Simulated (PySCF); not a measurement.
**I²⁺ (iodine, charge +2) across methods**

[Kr] 4d10 5s1 5p4, high-spin 4P determinant (an excited configuration). All numbers are calculated (PySCF 2.14, scalar relativity by spin-free X2C-1e, in aug-cc-pwCVTZ-DK3 with one added diffuse shell each of s, p, d, f type (11s10p8d5f1g, 125 functions)).

| method | E (hartree) | mean ε 5s α (eV) | mean ε 5p α (eV) | mean ε 5p β (eV) | Σ⟨r²⟩ (bohr²) | ⟨S²⟩ |
| --- | --- | --- | --- | --- | --- | --- |
| UHF | -7111.00962 | -46.347 | -31.102 | -25.909 | 43.27 | 3.759 |
| LDA | -7107.32 | -37.946 | -26.199 | -24.029 | 42.67 | 3.752 |
| PBE0 | -7113.52 | -40.156 | -27.561 | -24.667 | 42.74 | 3.753 |
| TPSSh | -7113.57 | -38.905 | -26.807 | -24.128 | 42.76 | 3.754 |
| B97-3 | -7113.47 | -40.170 | -27.498 | -24.607 | 42.73 | 3.753 |
| LC-wPBE | -7113.40 | -43.649 | -30.412 | -27.328 | 42.66 | 3.753 |
| r2SCAN | -7113.87 | -38.767 | -26.657 | -23.817 | 42.73 | 3.756 |

(1) Estimate the same row for PBE.

Answers

(1) E (hartree) = -7113.44; mean ε 5s α (eV) = -37.777; mean ε 5p α (eV) = -26.111; mean ε 5p β (eV) = -23.808; Σ⟨r²⟩ (bohr²) = 42.73; ⟨S²⟩ = 3.753.
